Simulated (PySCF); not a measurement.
# Computed NMR parameters against published values

Cartesian coordinates in Å; atom numbers follow the order of the lines, from 1:
```xyz
24

C    -3.2794    0.1840    0.8798
C    -1.9437   -0.4611    0.5460
C    -1.6944   -0.5796   -0.9509
C    -0.3576   -1.2325   -1.3165
C     0.8400   -0.4356   -0.8717
C     1.5497   -0.7684    0.2875
C     2.6323   -0.0001    0.7143
C     3.0251    1.1203   -0.0152
C     2.3293    1.4641   -1.1741
C     1.2490    0.6922   -1.5948
H    -3.4374    0.2509    1.9669
H    -4.1202   -0.3887    0.4560
H    -3.3406    1.2059    0.4723
H    -1.8909   -1.4661    1.0018
H    -1.1260    0.1191    1.0061
H    -1.7413    0.4250   -1.4079
H    -2.5111   -1.1611   -1.4136
H    -0.3114   -2.2407   -0.8727
H    -0.3162   -1.3708   -2.4091
H     1.2485   -1.6478    0.8637
H     3.1730   -0.2805    1.6217
H     3.8744    1.7226    0.3157
H     2.6333    2.3375   -1.7564
H     0.7109    0.9663   -2.5070
```

Calculated, not measured (PySCF 2.14): GIAO B97-2/pcSseg-1 shieldings, geometry: PBE0-D3(BJ)/def2-SVP. No relativistic terms, averaged over atoms made equivalent by symmetry, fast rotation or ring inversion, single conformer, isolated molecule.

Reference values: measured (solution, not stated per compound (mostly CDCl3 or CCl4); Pretsch, Buehlmann, Badertscher, Structure Determination of Organic Compounds, 4th ed. (2009)).
```tsv
atoms	quantity	reference	computed
H18/H19	δ $^{1}$H	2.61	2.54
H16/H17	δ $^{1}$H	1.60	1.35
H14/H15	δ $^{1}$H	1.34	0.97
H11/H12/H13	δ $^{1}$H	0.93	0.87
```

Reference values: estimated from measurements, as parent shift plus tabulated substituent increment (solution, not stated per compound (mostly CDCl3 or CCl4); Pretsch, Buehlmann, Badertscher, Structure Determination of Organic Compounds, 4th ed. (2009)).
```
 atoms    quantity  reference  computed  computed, scaled
C6/C10  δ $^{13}$C      128.3     131.9             130.1
 C7/C9  δ $^{13}$C      128.3     130.6             128.9
    C8  δ $^{13}$C      125.7     128.4             126.7
```

Computed shifts are σ(ref) − σ with the named reference compound (TMS for H and C) calculated as an isolated molecule at the same level. The measured values may be among those fitted. Expected solution values come from regression of measured δ (H and C: mostly CDCl3, vs TMS) on computed σ: $^{13}$C (scatter 1.9 ppm rms). Occasional misses reach two or three times the rms, and more in compound classes unlike the fitted ones.

Task: How far are the unscaled $^{1}$H shifts from the references?

Result: Mean signed difference -0.19 ppm, mean absolute 0.19 ppm over 4 comparisons; the largest is -0.37 ppm at H14/H15 (hydrogen on an sp3 CH2).

Task: How far are the unscaled $^{13}$C shifts from the references?

Result: Mean signed difference +2.87 ppm, mean absolute 2.87 ppm over 3 comparisons; the largest is +3.6 ppm at C6/C10 (aromatic CH).

7 of the 14 published NMR values on file for this molecule are compared.
